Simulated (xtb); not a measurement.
CH9NSi4, SMILES [SiH2]1N=C[SiH2][Si@@H]1[SiH3]. All values are semi-empirical tight-binding results from xtb (GFN2-xTB unless named), good for trends rather than for accurate numbers. Geometry optimised at GFN2-xTB. The structure was generated by enumeration; whether it is a known compound was not checked.

Optimised geometry:

```xyz
15

Si    -2.5711    -0.9601    -0.4870
Si    -0.6987    -0.1669     0.6264
Si     1.3008    -1.3253     0.3080
C      2.3160     0.1862    -0.3222
N      1.8716     1.3566    -0.4353
Si     0.2544     1.8639    -0.0530
H     -3.0014    -2.2773    -0.0127
H     -2.3133    -1.0960    -1.9226
H     -3.7306    -0.0759    -0.3475
H     -1.0032    -0.1512     2.0765
H      2.0886    -1.8640     1.4229
H      1.3937    -2.3175    -0.7705
H      3.3597     0.0379    -0.6083
H      0.4491     2.9315     0.9270
H     -0.2370     2.4372    -1.3070
```
Charge 0, spin multiplicity 1.

Question: Estimate the properties. (The exact figures need the calculation; the answer reports its results.)

Answer: 
orbital gap: 1.79 eV
dipole moment: 1.67 D
zero-point energy: 53.3 kcal/mol
G − E(el) at 298.15 K (modified RRHO): 30.6 kcal/mol
static polarisability (D4 model): 128.0 bohr³
solvation energy, GFN2-xTB/ALPB(water): -1.7 kcal/mol
solvation energy, GFN2-xTB/ALPB(benzene): -3.4 kcal/mol

Computed atomic charges and the Wiberg bond orders between heavy atoms:
charges (e) Si1 0.36, Si2 0.20, Si3 0.34, C4 -0.04, N5 -0.33, Si6 0.40, H7 -0.12, H8 -0.13, H9 -0.12, H10 -0.14, H11 -0.10, H12 -0.11, H13 0.02, H14 -0.10, H15 -0.12. Bond orders Si1–Si2 0.85, Si2–Si3 0.88, Si3–C4 0.83, C4–N5 1.98, Si2–Si6 0.81, N5–Si6 1.07.
